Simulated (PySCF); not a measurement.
C9H6N4, SMILES C1C=C2N=CN=C3C=CN=C(N32)C=1.

The structure is a stationary point at B3LYP-D3(BJ)/def2-SVP.

Two levels are set side by side: TDA-PBE/def2-SVP (PySCF) and TDA-PBE0/def2-SVP (PySCF). Vertical, same geometry. The lowest singlet is HOMO→LUMO 99 % with PBE and HOMO→LUMO 99 % with the other functional; states are paired by order. Differences are taken from unrounded values.

| quantity | TDA-PBE0 | TDA-PBE | TDA-PBE minus TDA-PBE0 |
|---|---|---|---|
| lowest singlet excitation (eV) | 2.12 | 1.93 | -0.19 |
| lowest triplet excitation (TDA) (eV) | 1.85 | 1.70 | -0.14 |
| first bright state (f over 0.05) (eV) | 4.07 | 3.66 | -0.41 |
| its oscillator strength | 0.13 | 0.06 | -0.07 |

A lower first singlet is the usual sign of a functional without exact exchange. Differences between two approximate levels are no errors against the true value.

Rough cost on one machine, each run with all the roots and properties that it gave: TDA-PBE0 against TDA-PBE about 2 times.
